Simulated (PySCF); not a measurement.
## Field gradients at the hydrogen positions

Compound: C₃H₇ClO₃Si.
Geometry (GFN2-xTB, Å), atoms numbered from 1 in this order:
```xyz
15
C3H7ClO3Si angstrom
C      1.688    0.241    1.571
O      1.306   -0.133    0.260
C      0.009   -0.606    0.163
C     -0.237   -1.007   -1.309
O     -1.000   -0.006   -1.915
Si    -1.682    0.993   -0.817
Cl    -1.255    2.892   -1.180
O     -0.928    0.372    0.500
H      2.717    0.583    1.495
H      1.052    1.044    1.950
H      1.627   -0.619    2.247
H     -0.147   -1.453    0.853
H      0.722   -1.088   -1.824
H     -0.777   -1.955   -1.366
H     -3.100    0.749   -0.652
```

Level: PBE0/pcSseg-1 (PySCF, non-relativistic); Q(2H) = 0.00286 b; rigid geometry, the same for H and D, with no vibrational averaging.

Question: Rank these positions by the coupling χzz of a deuteron there, largest first.
A. H15 (Si–H hydrogen)
B. H12 (methine hydrogen)
C. H9 (methyl hydrogen)
D. H10 (methyl hydrogen)

Answer: C (207 kHz), D (197 kHz), B (181 kHz), A (112 kHz).

Question: Tabulate Vzz, the asymmetry η and χzz = 234.96 MHz × Q × Vzz for every hydrogen position.

Answer: 
```tsv
atom	bonded to	bond length (Å)	Vzz (au)	η	χzz (kHz)
H9	C1	1.087	0.3086	0.07	207
H10	C1	1.093	0.2934	0.07	197
H11	C1	1.096	0.2921	0.09	196
H12	C3	1.104	0.2689	0.03	181
H13	C4	1.091	0.2945	0.06	198
H14	C4	1.093	0.2935	0.05	197
H15	Si6	1.448	0.1668	0.01	112
```

Question: Average by the element that carries the hydrogen.

Answer: on C: 196 kHz over 6 positions, mean bond length 1.094 Å; on Si: 112 kHz over 1 position, mean bond length 1.448 Å.

Question: How does χzz go with the bond length over the 6 C–H bonds?

Answer: A straight-line fit has a slope of -14.6 kHz for each 0.01 Å, with a correlation coefficient of -0.98, over lengths from 1.087 to 1.104 Å. The longer bonds have the smaller couplings here.

One conformer (not necessarily the lowest) at the GFN2-xTB geometry, without solvent, vibrations or thermal averaging. GFN2-xTB bond lengths can be off by several hundredths of an ångström, more for odd bonds, and the gradients follow them. A larger basis could move these couplings by a tenth or more.
